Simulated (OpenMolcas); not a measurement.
Sm3+: moving the ligands

Sm3+ with 8 ligands (chloride) in square antiprismatic coordination (D4d) at 2.84 Å, a polar angle of 55.0° against the regular 57.3°. A charge of +0.625 e stands 2.4 Å behind each ligand. Ligand basis ANO-RCC-VDZP.
```
Sm    0.0000    0.0000    0.0000
Cl    2.1495    0.8904    1.6286
Cl   -0.8904    2.1495    1.6286
Cl   -2.1495   -0.8904    1.6286
Cl    0.8904   -2.1495    1.6286
Cl    2.1495   -0.8904   -1.6286
Cl    0.8904    2.1495   -1.6286
Cl   -2.1495    0.8904   -1.6286
Cl   -0.8904   -2.1495   -1.6286
```

```json
{
 "Program": "OpenMolcas",
 "Method": "CASSCF",
 "Basis": "ANO-RCC-VDZP [7s6p4d2f1g]",
 "Scalar Hamiltonian": "DKH2, point nucleus",
 "Active space": "5 electrons in 7 orbitals (4f)",
 "State averaging": "2S+1 = 6 odd, 21 roots; 2S+1 = 4 odd, 128 roots kept (CI in the orbitals of an earlier block, 108 in the spin-orbit step); 2S+1 = 2 odd, 130 roots kept (CI in the orbitals of an earlier block, 41 in the spin-orbit step)",
 "Spin-orbit coupling": "state interaction with AMFI integrals over the reference wave functions"
}
```

Runs around this geometry, states. Energies in cm-1 above the lowest state or level, χT in cm3 K/mol.

```tsv
R (Å)	Ground state	First state of that spin	First gap with spin-orbit (degeneracies)	Width of lowest J	χT at 300 K
2.81	2S+1 = 6	129.0	55.8 (2, 2)	86	0.306
2.84	2S+1 = 6	122.7	52.6 (2, 2)	81	0.306
2.95	2S+1 = 6	101.7	42.5 (2, 2)	65	0.306
```

Taking the width of the lowest J multiplet as R^-n, n = -ln(65 / 86) / ln(2.95 / 2.81) = 5.8 between the shortest and longest distance.

High states are left out of the spin-orbit mixing, which shifts the levels that they would mix with. Without dynamic correlation the ligand-field splitting of an f shell can come out too small, at times by half. A group larger than the point group allows holds several states that coincide in this model. No measured value stands beside these numbers; the geometry was imposed, not optimised, and the real ion may take another.

A state without a sure symmetry label is named by its multiplicity alone.
